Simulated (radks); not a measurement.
Question: The table gives one normalised radial function P(r) = r R(r) (large component) of Ba+ in [Xe] 7f1 (r in bohr). All-electron calculation, Dirac Kohn-Sham, LDA (Slater exchange, Perdew-Wang correlation), spin-unpolarised, spherical densities, finite nucleus; open shells are shared between the two j in proportion to 2j + 1; Fermi nuclear charge, rms radius 4.8378 fm. Program: a radial shooting solver on a logarithmic mesh with Libxc functionals.

r	P
0.005341	0.0000
0.00642	0.0000
0.007656	0.0000
0.009203	0.0000
0.01097	0.0000
0.01309	0.0000
0.01573	0.0000
0.01876	0.0000
0.02236	0.0000
0.02688	0.0000
0.03206	0.0001
0.03822	0.0001
0.04595	0.0003
0.05479	0.0005
0.06533	0.0008
0.07853	0.0015
0.09364	0.0026
0.1117	0.0042
0.1342	0.0070
0.16	0.0109
0.1908	0.0164
0.2294	0.0243
0.2735	0.0338
0.3288	0.0455
0.3921	0.0576
0.4675	0.0693
0.562	0.0793
0.6701	0.0850
0.7991	0.0859
0.9605	0.0812
1.145	0.0713
1.366	0.0563
1.642	0.0351
1.958	0.0094
2.334	-0.0215
2.806	-0.0587
3.346	-0.0965
3.99	-0.1312
4.796	-0.1549
5.719	-0.1521
6.819	-0.1103
8.197	-0.0218
9.774	0.0867
11.75	0.1763
14.01	0.1692
16.71	0.0517
20.08	-0.1251
23.94	-0.2588
28.55	-0.2482
34.32	-0.1232
40.92	-0.0347
48.8	-0.0057
58.66	-0.0005
69.95	0.0000

Which n and l does it have? It may be an empty orbital.

Answer: n = 7, l = 3: the number of nodes gives n - l - 1 = 3, the rise at small r points to l (this Dirac orbital starts outside the nucleus as r^gamma with gamma = sqrt((l + 1)^2 - (Z/c)^2) = 3.98; the j = 7/2 orbital of l + 1 starts with the same power, but with a smaller coefficient, and then steepens), and the extent must fit the shell. The curve is that of 7f7/2; the two j differ most near the nucleus, where j = l - 1/2 has the larger amplitude, and in heavy atoms j = l - 1/2 is also the more compact. 7f7/2: eigenvalue -1.299 eV, 3 radial nodes at r = 2.07, 8.51, 17.7 bohr, <r> = 22.9 bohr, 90 % of the charge inside 31.8 bohr.
